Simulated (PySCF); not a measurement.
Computed shifts of a molecule C3H7BFN, PBE0/pcSseg-1 in PySCF, GIAO, gas phase, atoms alike by connectivity averaged where their shifts nearly agree, in ppm (number of nuclei): ¹³C: 186.5 (1), 107.7 (1), 5.5 (1). ¹⁹F: -101.7 (1). ¹⁵N: 106.7 (1). ¹H: 5.53 (1), 5.21 (1), 4.08 (1), 3.96 (1), 0.83 (3). References: ¹³C against TMS (σ = 186.3 ppm); ¹⁹F against CFCl3 (σ = 167.2 ppm); ¹¹B against BF3 (σ = 88.8 ppm); ¹⁵N against NH3 (σ = 267.4 ppm); ¹H against TMS (σ = 31.56 ppm), references at their B3LYP-D3(BJ)/def2-TZVP geometries, non-relativistic. Coordinates come from a ωB97X-D3(BJ)/def2-SVP optimisation. The values are those of a single conformer.

### Question
Which molecule gave these data?
(A) C=C(F)B(C)N
(B) NB1CC[C@@H]1F
(C) NB1CC(F)C1
(D) C/C=N/B(C)F

### Answer
A, C=C(F)B(C)N
